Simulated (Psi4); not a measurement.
H4GeO4, charge +1, doublet, geometry from GFN2-xTB (a state made from the parent by changing its charge; the spin is typed, not shown lowest); BLYP/6-311G** (Psi4).

Here is a job for Psi4.
```
memory 2 GB

molecule mol {
1 2
O     0.346953    1.420819   -0.881426
Ge    0.000000   -0.000000    0.000000
O    -1.093529    0.426164    1.240401
O    -0.682914   -1.187048   -1.020078
O     1.429491   -0.659935    0.661104
H    -0.196396    1.799940   -1.584162
H    -0.861238    0.816577    2.092701
H    -1.235814   -1.927352   -0.738920
H     2.293447   -0.689166    0.230381
}

set {
  basis 6-311g**
  reference uks
}

energy('blyp')
print_variables()
```

It wrote (shortened):

```
   => Loading Basis Set <=

    Name: 6-311G**
    Role: ORBITAL
    Keyword: BASIS

         ---------------------------------------------------------
                                   SCF
               by Justin Turney, Rob Parrish, Andy Simmonett
                          and Daniel G. A. Smith
                              UKS Reference
         ---------------------------------------------------------

  ==> Geometry <==

    Molecular point group: c1
    Full point group: C1

    Geometry (in Angstrom), charge = 1, multiplicity = 2:

       Center              X                  Y                   Z               Mass
    ------------   -----------------  -----------------  -----------------  -----------------
         O            0.346952894407     1.420819007101    -0.881426112694    15.994914619570
         GE          -0.000000105593     0.000000007101    -0.000000112694    73.921177761000
         O           -1.093529105593     0.426164007101     1.240400887306    15.994914619570
         O           -0.682914105593    -1.187047992899    -1.020078112694    15.994914619570
         O            1.429490894407    -0.659934992899     0.661103887306    15.994914619570
         H           -0.196396105593     1.799940007101    -1.584162112694     1.007825032230
         H           -0.861238105593     0.816577007101     2.092700887306     1.007825032230
         H           -1.235814105593    -1.927351992899    -0.738920112694     1.007825032230
         H            2.293446894407    -0.689165992899     0.230380887306     1.007825032230

  Running in c1 symmetry.

  Rotational constants: A =      0.12389  B =      0.11883  C =      0.11883 [cm^-1]
  Rotational constants: A =   3714.10244  B =   3562.43455  C =   3562.43422 [MHz]
  Nuclear repulsion =  451.956856157054574

  Charge       = 1
  Multiplicity = 2
  Electrons    = 67
  Nalpha       = 34
  Nbeta        = 33

  ==> Algorithm <==

  SCF Algorithm Type is DF.
  DIIS enabled.
  MOM disabled.
  Fractional occupation disabled.
  Guess Type is SAD.
  Energy threshold   = 1.00e-06
  Density threshold  = 1.00e-06
  Integral threshold = 1.00e-12

  ==> Primary Basis <==

  Basis Set: 6-311G**
    Blend: 6-311G**
    Number of shells: 66
    Number of basis functions: 140
    Number of Cartesian functions: 147
    Spherical Harmonics?: true
    Max angular momentum: 2

  ==> DFT Potential <==

   => LibXC <=

    Version 7.1.2
    S. Lehtola, C. Steigemann, M. J. T. Oliveira, and M. A. L. Marques,  SoftwareX 7, 1–5 (2018) (10.1016/j.softx.2017.11.002)

   => Composite Functional: BLYP <=

    BLYP GGA Exchange-Correlation Functional

    P.J. Stephens et. al., J. Phys. Chem., 98, 11623-11627, 1994
    B. Miehlich et. al., Chem. Phys. Lett., 157(3), 200-206 1989

    Deriv               =              1
    GGA                 =           TRUE
    Meta                =          FALSE

    Exchange Hybrid     =          FALSE
    MP2 Hybrid          =          FALSE

   => Exchange Functionals <=

    1.0000     XC_GGA_X_B88

   => Correlation Functionals <=

    1.0000     XC_GGA_C_LYP

   => LibXC Density Thresholds  <==

    XC_GGA_C_LYP:  1.00E-14
    XC_GGA_X_B88:  1.00E-15

   => Molecular Quadrature <=

    Radial Scheme          =       TREUTLER
    Pruning Scheme         =           NONE
    Nuclear Scheme         =       TREUTLER

    Blocking Scheme        =         OCTREE
    BS radius alpha        =              1
    Pruning alpha          =              1
    Radial Points          =             75
    Spherical Points       =            302
    Total Points           =         195385
    Total Blocks           =           1512
    Max Points             =            256
    Max Functions          =            134
    Weights Tolerance      =       1.00E-15

   => Loading Basis Set <=

    Name: (6-311G** AUX)
    Role: JKFIT
    Keyword: DF_BASIS_SCF

  ==> Integral Setup <==

  SCF_SUBTYPE=INCORE selected. In-core MEM_DF algorithm will be used.
[...]
   @DF-UKS iter  15: -2380.02951033029422    2.85253e-02   2.04035e-03 DIIS/ADIIS
   @DF-UKS iter  16: -2380.02960669830918   -9.63680e-05   2.03514e-03 DIIS/ADIIS
   @DF-UKS iter  17: -2380.07541190926941   -4.58052e-02   8.58276e-04 DIIS/ADIIS
   @DF-UKS iter  18: -2380.03331320432972    4.20987e-02   1.96924e-03 DIIS/ADIIS
   @DF-UKS iter  19: -2380.08265415397273   -4.93409e-02   3.54166e-04 DIIS/ADIIS
   @DF-UKS iter  20: -2380.07208744757145    1.05667e-02   9.94913e-04 DIIS/ADIIS
   @DF-UKS iter  21: -2380.08108474454139   -8.99730e-03   5.05067e-04 DIIS/ADIIS
   @DF-UKS iter  22: -2380.07951662476489    1.56812e-03   6.20209e-04 DIIS/ADIIS
   @DF-UKS iter  23: -2380.08223607075888   -2.71945e-03   3.97452e-04 DIIS/ADIIS
   @DF-UKS iter  24: -2380.08394771088206   -1.71164e-03   1.19443e-04 DIIS/ADIIS
   @DF-UKS iter  25: -2380.08411429437365   -1.66583e-04   1.58224e-05 DIIS
   @DF-UKS iter  26: -2380.08411190415563    2.39022e-06   2.11397e-05 DIIS
   @DF-UKS iter  27: -2380.08411197579562   -7.16400e-08   2.09663e-05 DIIS
   @DF-UKS iter  28: -2380.08411681833604   -4.84254e-06   5.54334e-06 DIIS
   @DF-UKS iter  29: -2380.08411712621455   -3.07879e-07   2.18544e-06 DIIS
   @DF-UKS iter  30: -2380.08411718274965   -5.65351e-08   2.58065e-08 DIIS
  Energy and wave function converged.

  ==> Post-Iterations <==

   Electrons on quadrature grid:
      Nalpha   =   34.0000088364 ; deviation = 8.836e-06
      Nbeta    =   33.0000050598 ; deviation = 5.060e-06
      Ntotal   =   67.0000138962 ; deviation = 1.390e-05

   @Spin Contamination Metric:   2.319163094E-03
   @S^2 Expected:                7.500000000E-01
   @S^2 Observed:                7.523191631E-01
   @S   Expected:                5.000000000E-01
   @S   Observed:                5.000000000E-01

    Orbital Energies [Eh]
    ---------------------

    Alpha Occupied:

[...]
      34A     -0.509192

    Alpha Virtual:

[...]
     140A    841.635481

    Beta Occupied:

[...]
    Beta Virtual:

[...]
    Final Occupation by Irrep:
              A
    DOCC [    33 ]
    SOCC [     1 ]
    NA   [    34 ]
    NB   [    33 ]

  @DF-UKS Final Energy: -2380.08411718274965

   => Energetics <=

    Nuclear Repulsion Energy =            451.9568561570545739
    One-Electron Energy =               -4196.4698268013999041
    Two-Electron Energy =                1479.2515054359625992
    DFT Exchange-Correlation Energy =    -114.8226519743665222
    Empirical Dispersion Energy =           0.0000000000000000
    VV10 Nonlocal Energy =                  0.0000000000000000
    Total Energy =                      -2380.0841171827496510

  UHF NO Occupations:
  HONO-2 :   32  A 1.9997415
  HONO-1 :   33  A 1.9995357
  HONO-0 :   34  A 1.0000000
  LUNO+0 :   35  A 0.0004643
  LUNO+1 :   36  A 0.0002585
  LUNO+2 :   37  A 0.0002263
  LUNO+3 :   38  A 0.0000333

Computation Completed

Properties will be evaluated at   0.000000,   0.000000,   0.000000 [a0]

Properties computed using the SCF density matrix

 Multipole Moments:

 ------------------------------------------------------------------------------------
     Multipole            Electronic (a.u.)      Nuclear  (a.u.)        Total (a.u.)
 ------------------------------------------------------------------------------------

 L = 1.  Multiply by 2.5417464519 to convert [e a0] to [Debye]
 Dipole X            :         -0.0075600           -0.0000003           -0.0075603
 Dipole Y            :          0.0187082           -0.0000010            0.0187072
 Dipole Z            :          0.0036353            0.0000006            0.0036359
 Magnitude           :                                                    0.0205021

 ------------------------------------------------------------------------------------

  Variable Map:
  ----------------------------------------------------------------------------
[...]
  Array Variable Map:
  ----------------------------------------------------------------------------
[...]
[...]
```
